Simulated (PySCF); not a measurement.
CCl3, SMILES Cl[C](Cl)Cl, multiplicity 2.

Geometry optimised at PBE-D3(BJ)/def2-SVP. The isomer is the one that the SMILES or the coordinates give; other isomers of the formula were not compared.

All values below come from PBE-D3(BJ)/def2-SVP (PySCF).

Frequencies are harmonic and unscaled.

Modes within 1.5 cm⁻¹ of each other (mostly degenerate sets) share a row, with their intensities summed.

```json
[
 {"mode": "1–2", "ν (cm⁻¹)": "265", "IR (km/mol)": "0.1", "moving atoms (share of kinetic energy)": "Cl 95 %"},
 {"mode": "3", "ν (cm⁻¹)": "325", "IR (km/mol)": "0.7", "moving atoms (share of kinetic energy)": "C 71 %, Cl 29 %"},
 {"mode": "4", "ν (cm⁻¹)": "487", "IR (km/mol)": "0.1", "moving atoms (share of kinetic energy)": "Cl 81 %, C 19 %"},
 {"mode": "5–6", "ν (cm⁻¹)": "865", "IR (km/mol)": "401.4", "moving atoms (share of kinetic energy)": "C 84 %, Cl 16 %"}
]
```
